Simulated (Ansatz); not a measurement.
Reaction (formal exchange of groups at the Al–N bond): `[SiH3][N]([SiH3])[AlH][Cl]` + `C[SiH2]N` → `C[SiH](N)[AlH][Cl]` + `[SiH3]N[SiH3]`

Gas-phase electronic energies from Ansatz, PBE0-D4/def2-TZVP geometries. CBS: MP2 limit from def2 TZ/QZ plus the TZ coupled-cluster correction, frozen cores. This one scheme is used for every species. Functionals use def2-TZVPP. One conformer a species, not always the lowest.

`[SiH3][N]([SiH3])[AlH][Cl]`:

Z-matrix (Å, degrees):
```
Si
N 1 1.744
H 1 1.485 2 111.4
H 1 1.489 2 107.5 3 119.1
H 1 1.485 2 111.4 3 -121.7
Si 2 1.737 1 117.4 3 -119.3
Al 2 1.780 1 121.7 3 60.7
H 6 1.488 2 108.1 1 180.0
H 6 1.487 2 111.3 1 -60.3
H 6 1.487 2 111.3 1 60.3
Cl 7 2.095 2 115.7 1 -0.0
H 7 1.567 2 123.5 1 180.0
```

`C[SiH2]N`:

```xyz
10

C     0.953    0.879   -0.527
Si   -0.302    0.090    0.616
N    -1.031   -1.366    0.062
H     1.354    1.795   -0.082
H     0.502    1.141   -1.487
H     1.790    0.203   -0.720
H    -1.403    1.065    0.849
H     0.372   -0.227    1.906
H    -1.722   -1.349   -0.670
H    -0.514   -2.230    0.052
```

`C[SiH](N)[AlH][Cl]`:

Z-matrix (Å, degrees):
```
C
Si 1 1.873
H 1 1.093 2 110.3
H 1 1.092 2 111.4 3 -120.5
H 1 1.094 2 110.6 3 119.2
N 2 1.733 1 108.7 3 179.0
Al 2 2.455 1 112.3 3 60.0
H 2 1.504 1 106.2 3 -57.9
H 6 1.008 2 119.5 1 -164.6
H 6 1.009 2 119.2 1 55.4
Cl 7 2.112 2 116.7 1 -37.0
H 7 1.587 2 128.1 1 143.2
```

`[SiH3]N[SiH3]`:

Z-matrix (Å, degrees):
```
Si
N 1 1.726
H 1 1.490 2 112.6
H 1 1.484 2 107.4 3 119.9
H 1 1.489 2 110.9 3 -120.0
Si 2 1.726 1 128.9 3 -109.8
H 2 1.011 1 115.5 3 66.2
H 6 1.490 2 112.6 1 109.8
H 6 1.484 2 107.4 1 -10.1
H 6 1.488 2 110.9 1 -130.1
```

```
          level  ΔE (kcal/mol)
      r2SCAN-D4           27.1
        PBE0-D4           24.0
        ωB97X-V           26.4
           PBE0           23.1
  HF/def2-TZVPP           27.5
 MP2/def2-TZVPP           30.1
CCSD/def2-TZVPP           27.7
  MP2/CBS(def2)           30.0
```

Question: What does CCSD(T)/CBS give? (An estimate is asked.)

Answer: Ansatz gave: +27.8 kcal/mol. The listed levels differ from it by -0.7, -3.8, -1.4, -4.7, -0.3, 2.3, -0.1, 2.2 kcal/mol.

Largest T1 diagnostic among the species: 0.011.

From PBE to PBE0 (25 % exact exchange), in def2-TZVPP and without D4, ΔE moves by +1.4 kcal/mol. The D4 term adds +1.8 kcal/mol with B3LYP and +0.9 kcal/mol with PBE0; it sums over pairs of atoms, weighted by their polarisabilities, and B3LYP, whose exchange is more repulsive, gets the larger term.

B3LYP here is the variant with VWN-RPA as its local correlation; programs differ in this.
